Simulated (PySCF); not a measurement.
InBr2, SMILES [Br][In][Br], multiplicity 2. Atoms are numbered in the order given.

```xyz
3

In     0.0000     0.0000     0.7442
Br     0.0000     2.2291    -0.5210
Br     0.0000    -2.2291    -0.5210
```
Charge 0, spin multiplicity 2.

Geometry optimised at B3LYP-D3(BJ)/def2-SVP. The spin state was assumed, not searched. The isomer is the one that the SMILES or the coordinates give; other isomers of the formula were not compared. The def2 effective core potentials stand for the cores of In; spin–orbit coupling is left out.

These are B3LYP/def2-TZVPD in PySCF values and carry that method's errors.

Mulliken values depend strongly on the basis, most of all with diffuse functions as here. ESP charges are fitted to the potential on shells at 1.4 to 2.0 van der Waals radii. Atomic charges (e):

```json
[
 {"atom": "In1", "ESP fit": "0.46", "Mulliken": "0.74", "Mulliken spin": "0.55"},
 {"atom": "Br2", "ESP fit": "-0.23", "Mulliken": "-0.37", "Mulliken spin": "0.23"},
 {"atom": "Br3", "ESP fit": "-0.23", "Mulliken": "-0.37", "Mulliken spin": "0.23"}
]
```
